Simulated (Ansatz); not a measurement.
Geometry optimisation, RKS PBE/def2-SVP (Ansatz 0.2.0).

Input file:

```yaml
crystal:
  periodic: [false, false, false]
  atoms:
    - { symbol: Ga, position_ang: [-0.026644, -0.253239, -0.045597] }
    - { symbol: H, position_ang: [-0.065291, -0.262648, 1.52546] }
    - { symbol: O, position_ang: [1.499744, -0.170523, -0.987903] }
    - { symbol: H, position_ang: [1.983482, -1.014645, -1.037837] }
    - { symbol: Cl, position_ang: [-1.893951, -0.287753, -1.128291] }
    - { symbol: Cl, position_ang: [-0.29421, 2.836337, 1.428222] }
    - { symbol: H, position_ang: [-0.19053, 1.567472, 1.860047] }
basis:
  gaussian: { orbitals: def2-SVP }
hamiltonian:
  xc: pbe
relax:
  f_tol: 0.03
  max_steps: 50
output:
  orbitals: {}
```

Run as:

```bash
$ ansatz run input.yaml --threads 2 --pin off --max-ram 3072MiB --backend cpu --events-out ev --progress --plain --runs-dir out
```

Q: Where does it end, and by what steps?

A: It converged. The force dipped under the threshold on the way, but the program's further checks kept it going. After 27 steps the energy has fallen by 0.455 eV; H7 moved furthest, 1.30 Å.

```csv
step,energy less start (eV),largest force component (eV/Å),accepted
0,0.0000,0.997,yes
1,-0.0299,1.150,yes
2,-0.0807,1.143,yes
3,-0.1204,1.414,yes
4,-0.1791,1.634,yes
5,-0.2494,0.711,yes
6,-0.2829,0.212,yes
7,-0.2666,0.715,no
8,-0.2912,0.064,yes
9,-0.2941,0.025,yes
10,-0.2889,0.523,no
11,-0.2951,0.156,yes
12,-0.2962,0.147,yes
13,-0.2962,0.290,yes
14,-0.2955,0.359,no
15,-0.3003,0.091,yes
16,-0.3026,0.119,yes
17,-0.3039,0.369,yes
18,-0.3196,0.088,yes
19,-0.3408,0.158,yes
20,-0.3430,1.187,yes
21,-0.3968,0.725,yes
22,-0.4333,0.507,yes
23,-0.4434,0.418,yes
24,-0.4436,0.317,yes
25,-0.4451,0.284,yes
26,-0.4454,0.210,yes
27,-0.4551,0.022,yes
```

```xyz
7
Properties=species:S:1:pos:R:3
Ga 0.063 -0.332 0.229
H 0.167 -1.295 1.453
O 1.207 -0.102 -1.139
H 2.086 -0.478 -0.948
Cl -1.913 0.478 -0.360
Cl 0.267 2.124 1.533
H -0.865 2.020 0.846
```

Whether the end is a true minimum wasn't checked by a vibrational analysis.

Run time: 46 s on 2 threads of Arm Neoverse V2 (shared host), peak memory 0.14 GiB.
